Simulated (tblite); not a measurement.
BH7SeSi2.
Structure used (GFN2-xTB), in Å, numbered top down from 1:
```xyz
11
BH7SeSi2 angstrom
B     -1.588    0.658   -0.460
Si    -1.425   -0.987    0.531
Se     0.214    0.824    0.947
Si     1.943    0.261   -0.427
H     -2.345    1.477   -0.092
H     -1.153    0.735   -1.550
H     -1.907   -1.271    1.890
H     -0.563   -2.142    0.220
H      1.440   -0.630   -1.469
H      2.924   -0.422    0.410
H      2.465    1.502   -0.985
```

All values are computed: GFN2-xTB (tblite) harmonic vibrations without scaling, gas phase. The method is semi-empirical: single wavenumbers can be off by several per cent or more. Modes of hydrogen on boron and silicon can be 10 to 20 % off. One conformer, not necessarily the lowest. The optimisation stopped once no atom felt more than 0.01 eV/Å.

Lowest wavenumbers of the output (negative numbers stand for imaginary wavenumbers):
```
mode    cm-1
  1     -29.7
  2      84.8
  3     114.5
  4     174.4
  5     215.4
  6     352.7
  7     366.5
  8     470.3
  9     514.5
 10     519.6
```

**Question.** Is this structure a minimum?

**Answer.** Not by this Hessian. 1 mode is imaginary beyond 20i (30i cm⁻¹), so at this level the point lies at or near a first-order saddle. The curvature is small, so loose convergence or finite differences may be the whole cause.

**Question.** Which atoms move in the imaginary mode?

**Answer.** 30i: H11 31 %, H10 31 %, H9 24 %. These are shares of the mass-weighted motion.

**Question.** What is the remedy?

**Answer.** Step along that mode in both directions, optimise again with tighter thresholds and repeat the frequencies. The zero-point energy of this point (38.8 kcal/mol) counts the 26 real modes alone, and thermal corrections from it aren't those of a minimum.

Hardware: an Arm Neoverse V1 with one thread, shared host with 32 logical CPUs at a one-minute load of 16. Cost: 0.3 s of wall time. This covers the Hessian and the dipole derivatives.
